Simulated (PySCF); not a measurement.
CH7ClSi2, SMILES C[SiH2][SiH2]Cl. Heavy atoms are numbered as in [SiH2:1]([Cl:2])[SiH2:3][CH3:4]. Hydrogens are named by the atom that carries them.

Geometry optimised at B3LYP-D3(BJ)/def2-SVP. The values are those of a single conformer.

Level of theory: PBE/def2-TZVP run with PySCF.

ESP charges are fitted to the potential on shells at 1.4 to 2.0 van der Waals radii. Atomic charges (e), one atom of each kind:

```tsv
atom	IAO	ESP fit	Löwdin
Si1 (SiH2)	0.47	-0.04	-0.13
Cl2	-0.32	-0.12	0.17
Si3 (SiH2)	0.45	0.43	0.12
C4 (CH3)	-0.71	-0.67	-0.47
H on Si1	-0.10	0.02	-0.03
H on Si3	-0.10	-0.10	-0.02
H on C4	0.16	0.19	0.13
```

Computed Mayer and Wiberg (Löwdin basis) orders of the bonds:
```json
[
 {"bond": "Si1–Cl2", "Mayer": "1.12", "Wiberg": "1.78"},
 {"bond": "Si1–Si3", "Mayer": "0.95", "Wiberg": "1.13"},
 {"bond": "Si3–C4", "Mayer": "1.01", "Wiberg": "1.27"}
]
```
